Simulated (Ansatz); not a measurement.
Basis-set extrapolation for CH9NOSi2, SMILES `C[Si](N)(O)[SiH3]` (PBE0-D4/def2-TZVP geometry, frozen core, Ansatz 0.2.0). Multiplicity 1, RHF reference.

```
                      def2-TZVPP   def2-QZVPP
                 HF  -750.477065  -750.503895
    MP2 correlation    -0.885698    -0.951371
CCSD(T) correlation    -0.975435      not run
```

Energies in hartree. Use E(X) = E(∞) + A·exp(−7.88·√X) for Hartree–Fock and E(X) = E(∞) + B·X^(−2.97) for correlation, with X = 3 and 4, and add CCSD(T) minus MP2 of the smaller set to the MP2 limit.

What is the CCSD(T) energy at the basis-set limit?

HF limit: -750.503895 + (-0.026830) × 0.13774 = -750.50759. MP2 limit: -0.951371 + (-0.065673) × 0.74074 = -1.00002. Higher-order term: -0.975435 − (-0.885698) = -0.08974. Total: -751.59735 hartree, 3.94 eV below CCSD(T)/def2-TZVPP.
